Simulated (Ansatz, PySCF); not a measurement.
C4H6Si. Atoms are numbered in the order given.

```xyz
11

C      0.0000     0.7422    -1.3002
C      0.0000     1.3638    -0.0880
Si     0.0000     0.0000     1.2109
C      0.0000    -1.3638    -0.0880
C      0.0000    -0.7422    -1.3002
H      0.0000     1.2855    -2.2616
H      0.0000     2.4580     0.0183
H     -1.2189     0.0000     2.0965
H      1.2189     0.0000     2.0965
H      0.0000    -2.4580     0.0183
H      0.0000    -1.2855    -2.2616
```
Charge 0, spin multiplicity 1.

Geometry optimised at PBE-D3(BJ)/def2-SVP.

Vertical ionisation energy (IE) and electron affinity (EA) in eV. Rows of orbital energies are one-electron estimates. Where ΔSCF, EOM or ADC give a negative EA the extra electron is unbound and the value depends on the basis.

| level | IE | EA |
|---|---|---|
| −ε(HOMO), −ε(LUMO), PBE0/def2-TZVP (PySCF) | 6.77 | 1.65 |
| ΔSCF, ωB97X-V/def2-TZVPD (Ansatz), final states of multiplicity 2 and 2 | ___ | ___ |

Q: Fill in the missing entries. (Estimate from the structure and the level; the computed values follow.)

A: 
- ΔSCF, ωB97X-V/def2-TZVPD (Ansatz, a quantum-chemistry and plane-wave program), final states of multiplicity 2 and 2, IE: 8.76
- ΔSCF, ωB97X-V/def2-TZVPD (Ansatz), final states of multiplicity 2 and 2, EA: -0.24

Q: What vertical singlet–triplet gap does ΔSCF give with ωB97X-V/def2-TZVPD (Ansatz)? (An estimate is asked for; the answer gives what the named calculation found.)

A: 2.82 eV (triplet above singlet where positive).
